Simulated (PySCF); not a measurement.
# Sc³⁺ (scandium, charge +3) across methods

[Ar], closed-shell 1S. All numbers are calculated (PySCF 2.14, the non-relativistic Hamiltonian (point nucleus), in aug-cc-pVTZ (8s7p5d3f2g, 93 functions)).

| method | E (hartree) | mean ε 2p (eV) | mean ε 3s (eV) | mean ε 3p (eV) | Σ⟨r²⟩ (bohr²) | ⟨S²⟩ |
| --- | --- | --- | --- | --- | --- | --- |
| r2SCAN | -758.948 | -425.56 | -87.647 | -65.413 | 12.54 | 0.000 |
| wB97X | -759.004 | -431.18 | -92.276 | -69.674 | 12.50 | 0.000 |
| LDA | -757.006 | -421.04 | -85.628 | -64.652 | 12.58 | 0.000 |
| B3LYP | -758.987 | -429.57 | -89.129 | -66.712 | 12.58 | 0.000 |
| PW91 | -758.973 | -421.57 | -85.911 | -64.708 | 12.56 | 0.000 |
| r2SCANh | -758.949 | -429.05 | -89.063 | -66.336 | 12.54 | 0.000 |
| PBE | -758.739 | -421.16 | -85.843 | -64.612 | 12.56 | 0.000 |
| PBE0 | -758.796 | -431.03 | -89.999 | -67.192 | 12.55 | 0.000 |
| UHF | -758.21456 | -459.52 | -101.08 | -73.608 | 12.59 | 0.000 |
